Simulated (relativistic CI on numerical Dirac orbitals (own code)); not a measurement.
Calculated at this level of theory: Dirac-Coulomb-Breit CI, KLI orbitals optimised for each configuration, a model potential for QED, unscaled Slater integrals (own radial code, finite nucleus).

The strongest absorption lines from the ground level of an ion, among the configurations computed and to levels below about 487 eV (vacuum wavelength in Å, gf): 25.629 (0.59), 25.667 (0.3), 25.825 (0.55), 25.859 (0.39), 34.501 (0.35), 34.516 (0.59), 34.651 (0.31), 65.990 (1.3).

Which ion is it?
A. Rh XIX
B. Nb XV
C. Tc XVII
D. Rh XXI

A. Rh XIX has 27 electrons and the ground level 3s2 3p6 3d9 2D_5/2; the strongest line goes to 3s2 3p5 3d10 2P°_3/2. The pattern of lines fixes the number of electrons, and along that sequence the line energies rise steadily with the charge (about as its square where n changes within one kind of shell, about linearly where n is kept but much faster in heavy ions where fine structure, which grows about as Z⁴, sets the gap, and irregularly where shells cross), which fixes Z. Configurations outside the model, such as inner-shell arrays, can give stronger lines. At this charge energies of transitions that change n are usually good to better than 1 %, and those within a shell (Δn = 0) to a few per cent.

LS names give the leading component of a level, which can be under half, so a name can repeat, a term be missing and a line seem to break the LS rules.
